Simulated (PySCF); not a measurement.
CCl$_{3}$ (SMILES Cl[C-](Cl)Cl), charge -1, singlet, geometry from GFN2-xTB (in this run its highest filled SCF level lies above zero, so its values depend strongly on the basis, on diffuse functions most of all), with bond 3-1 at 1.6 times its length; PBE/STO-3G in PySCF.

PySCF was given this input:
```python
from pyscf import gto, scf, dft

mol = gto.M(
    atom='''
C    -0.01109338   -0.01005188    0.65819826
Cl    0.00076126    1.66832402   -0.05198398
Cl    2.31917940   -1.32563076   -0.50024044
Cl   -1.44217306   -0.83248762   -0.11449536
''',
    basis='sto-3g',
    charge=-1,
    verbose=4,
)

mf = dft.RKS(mol)
mf.xc = 'pbe'
mf.damp = 0.5
mf.diis_start_cycle = 5
mf.kernel()
mf.analyze()
```

Q: Predict the main parts of the log of this PySCF run.

A: 
```
PySCF version 2.14.0

[INPUT] verbose = 4
[INPUT] num. atoms = 4
[INPUT] num. electrons = 58
[INPUT] charge = -1
[INPUT] spin (= nelec alpha-beta = 2S) = 0
[INPUT] symmetry False subgroup None
[INPUT] Mole.unit = angstrom
[INPUT] Symbol           X                Y                Z      unit          X                Y                Z       unit  Magmom
[...]
nuclear repulsion = 210.914075688467
number of shells = 18
number of NR pGTOs = 96
number of NR cGTOs = 32
basis = sto-3g
ecp = {}

******** <class 'pyscf.dft.rks.RKS'> ********
method = RKS
initial guess = minao
damping factor = 0.5
level_shift factor = 0
DIIS = <class 'pyscf.scf.diis.CDIIS'>
diis_start_cycle = 5
diis_space = 8
diis_damp = 0
SCF conv_tol = 1e-09
SCF conv_tol_grad = None
SCF max_cycles = 50
direct_scf = True
direct_scf_tol = 1e-13
XC library pyscf.dft.libxc version 7.1.2
    S. Lehtola, C. Steigemann, M. J. T. Oliveira, and M. A. L. Marques,  SoftwareX 7, 1–5 (2018)
XC functionals = pbe
    J. P. Perdew, K. Burke, and M. Ernzerhof,  Phys. Rev. Lett. 77, 3865 (1996)
    J. P. Perdew, K. Burke, and M. Ernzerhof,  Phys. Rev. Lett. 78, 1396 (1997)
    J. P. Perdew, K. Burke, and M. Ernzerhof,  Phys. Rev. Lett. 77, 3865 (1996)
    J. P. Perdew, K. Burke, and M. Ernzerhof,  Phys. Rev. Lett. 78, 1396 (1997)
radial grids:
    Treutler-Ahlrichs [JCP 102, 346 (1995); DOI:10.1063/1.469408] (M4) radial grids

becke partition: Becke, JCP 88, 2547 (1988); DOI:10.1063/1.454033
pruning grids: <function nwchem_prune>
grids dens level: 3
symmetrized grids: False
atomic radii adjust function: <function treutler_atomic_radii_adjust>
small_rho_cutoff = 0
Set gradient conv threshold to 3.16228e-05
Initial guess from minao.
tot grids = 70760
init E= -1401.53732072242
[...]
cycle= 1 E= -1402.27926114113  delta_E= -0.742  |g|= 0.421  |ddm|= 2.51
[...]
cycle= 2 E= -1401.90190470017  delta_E= 0.377  |g|= 0.93  |ddm|= 2.75
[...]
cycle= 3 E= -1402.18492170125  delta_E= -0.283  |g|= 0.56  |ddm|=    3
[...]
cycle= 4 E= -1402.32206421878  delta_E= -0.137  |g|= 0.499  |ddm|= 2.23
[...]
cycle= 5 E= -1402.03176611766  delta_E= 0.29  |g|= 0.72  |ddm|= 2.69
[...]
cycle= 6 E= -1391.4432640705  delta_E= 10.6  |g|= 0.839  |ddm|= 6.81
[...]
cycle= 7 E= -1402.07269561688  delta_E= -10.6  |g|= 0.688  |ddm|= 7.21
[...]
cycle= 8 E= -1402.10405908938  delta_E= -0.0314  |g|= 0.655  |ddm|= 0.131
[...]
cycle= 9 E= -1402.38275746031  delta_E= -0.279  |g|= 0.278  |ddm|= 1.69
[...]
cycle= 10 E= -1402.24627074215  delta_E= 0.136  |g|= 0.442  |ddm|= 1.55
[...]
cycle= 11 E= -1402.27702126906  delta_E= -0.0308  |g|= 0.421  |ddm|= 0.581
[...]
cycle= 12 E= -1402.2980139147  delta_E= -0.021  |g|= 0.377  |ddm|= 0.113
[...]
cycle= 13 E= -1402.33421618518  delta_E= -0.0362  |g|= 0.305  |ddm|= 0.223
[...]
cycle= 14 E= -1402.34688349085  delta_E= -0.0127  |g|= 0.294  |ddm|= 0.136
[...]
cycle= 15 E= -1402.15825118848  delta_E= 0.189  |g|= 0.631  |ddm|=  2.2
[...]
cycle= 16 E= -1402.41307079871  delta_E= -0.255  |g|= 0.0924  |ddm|= 1.67
[...]
cycle= 17 E= -1402.41854696241  delta_E= -0.00548  |g|= 0.00597  |ddm|= 0.212
[...]
cycle= 18 E= -1402.41856600812  delta_E= -1.9e-05  |g|= 0.00205  |ddm|= 0.0214
[...]
cycle= 19 E= -1402.41856952882  delta_E= -3.52e-06  |g|= 0.000332  |ddm|= 0.00728
[...]
cycle= 20 E= -1402.41856947841  delta_E= 5.04e-08  |g|= 0.000397  |ddm|= 0.000594
[...]
cycle= 21 E= -1402.41856959228  delta_E= -1.14e-07  |g|= 4e-05  |ddm|= 0.000984
[...]
cycle= 22 E= -1402.41856959349  delta_E= -1.2e-09  |g|= 8.32e-06  |ddm|= 9.45e-05
[...]
cycle= 23 E= -1402.41856959354  delta_E= -4.98e-11  |g|= 6.62e-07  |ddm|= 2.2e-05
[...]
Extra cycle  E= -1402.41856959352  delta_E= 1.82e-11  |g|= 4.94e-06  |ddm|= 1.55e-05
converged SCF energy = -1402.41856959352
**** SCF Summaries ****
Total Energy =                       -1402.418569593517532
Nuclear Repulsion Energy =             210.914075688467165
One-electron Energy =                -2375.407255281807920
Two-electron Energy =                  762.074609999823110
Two-electron Coulomb Energy =          851.792278779552589
DFT Exchange-Correlation Energy =      -89.717668779729465
HOMO-LUMO gap [eV] =                     1.110112245524304
**** MO energy ****
[...]
 ** Mulliken pop on meta-lowdin orthogonal AOs  **
 ** Mulliken pop  **
[...]
 ** Mulliken atomic charges  **
charge of    0C =     -0.06771
charge of    1Cl =     -0.17371
charge of    2Cl =     -0.58487
charge of    3Cl =     -0.17371

WARN: System has nonzero charge -1; the dipole moment is origin-dependent.
Location of origin: [0. 0. 0.]

Dipole moment(X, Y, Z, Debye): -5.28739,  3.02478,  1.03925
```
